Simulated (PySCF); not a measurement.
Polarisability and C₆ of Hf(2+) (hafnium, charge +2)

[Xe] 4f14 5d2, high-spin 3F determinant. Calculation: PySCF 2.14, in def2-QZVPPD with the def2 core potential (60 electrons) (7s6p4d3f2g, 84 functions); scalar relativity through the core potential. Coupled (time-dependent) response in atomic units; α is the mean over directions.

| method | mean α (bohr³) | C₆ (like pair) | S(−4) |
| --- | --- | --- | --- |
| UHF | 13.97 | 70.06 | 151.0 |
| PBE | 15.65 | 78.23 | 219.3 |
| PBE0 | 14.86 | 74.44 | 184.8 |

S(−4) is the Cauchy moment in α(ω) = α(0) + S(−4) ω² + …

Spin-orbit coupling is absent.

α(iu) at UHF:

```tsv
u (hartree)	α(iu) (bohr³)
0	13.97
0.0500	13.61
0.100	12.70
0.200	10.50
0.300	8.721
0.500	6.435
0.750	4.761
1.00	3.693
1.50	2.398
2.00	1.659
3.00	0.9045
5.00	0.3758
```

A single London oscillator, α(iu) = α/(1 + u²/ω²), gives C₆ = (3/4) ω α². Matching the computed C₆ needs ω = 4 × 70.06 / (3 × 13.97²) = 0.479 hartree.

For an ion, C₆ is the dispersion term alone; charge-induced terms of lower order in 1/R come first.

Energies and moments cover only the electrons outside the core potential. Spin-orbit coupling, absent here, splits the open shell strongly.
